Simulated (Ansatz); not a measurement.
Relaxation of C2H7BOSi (12 atoms, charge 0, multiplicity 1), to a largest force component of 0.02 eV/Å in at most 50 steps.

The calculation used Ansatz 0.2.0, RKS PBE0-D4/def2-SVP.

```xyz
12
Properties=species:S:1:pos:R:3:forces:R:3
C -1.222 0.100 1.294 -0.15 3.20 -0.21
B 0.006 0.240 0.353 -0.90 -1.77 -0.42
C 1.174 -0.782 -0.015 1.97 0.69 2.19
O 1.508 -0.541 -1.373 -1.28 0.57 -0.61
Si 0.253 0.654 -1.513 1.61 0.50 0.26
H -0.957 -0.074 2.319 0.01 -0.54 1.05
H -1.911 -0.656 0.911 -0.09 -0.30 -0.13
H -1.774 1.130 1.262 0.51 -1.73 0.17
H 0.897 -1.819 0.211 0.06 -0.45 -0.07
H 2.122 -0.543 0.610 -1.06 -0.53 -0.35
H 0.840 1.985 -1.703 0.10 0.51 -0.79
H -0.858 0.252 -2.324 -0.78 -0.16 -1.08
```

Question: Where does it end, and by what steps?

Answer: It converged. After 8 steps the energy has fallen by 0.801 eV; H12 moved furthest, 0.57 Å.

```
step  energy less start (eV)  largest force component (eV/Å)  accepted
   0                  0.0000                           3.199       yes
   1                 -0.6485                           1.113       yes
   2                 -0.7617                           0.346       yes
   3                 -0.7795                           0.229       yes
   4                 -0.7967                           0.089       yes
   5                 -0.7992                           0.143       yes
   6                 -0.8004                           0.043       yes
   7                 -0.8002                           0.064        no
   8                 -0.8006                           0.009       yes
```

```xyz
12
Properties=species:S:1:pos:R:3
C -1.208 0.140 1.418
B -0.197 0.078 0.247
C 1.122 -0.783 0.041
O 1.524 -0.435 -1.297
Si 0.271 0.673 -1.632
H -0.809 -0.194 2.388
H -2.010 -0.573 1.139
H -1.705 1.115 1.530
H 0.958 -1.876 0.139
H 1.916 -0.533 0.776
H 0.776 2.058 -1.902
H -0.560 0.273 -2.813
```

Whether the end is a true minimum wasn't checked by a vibrational analysis.

Run time: 11 s on 2 threads of AMD EPYC 9R45 96-Core Processor (Zen 5), on a shared host, peak memory 0.26 GiB.
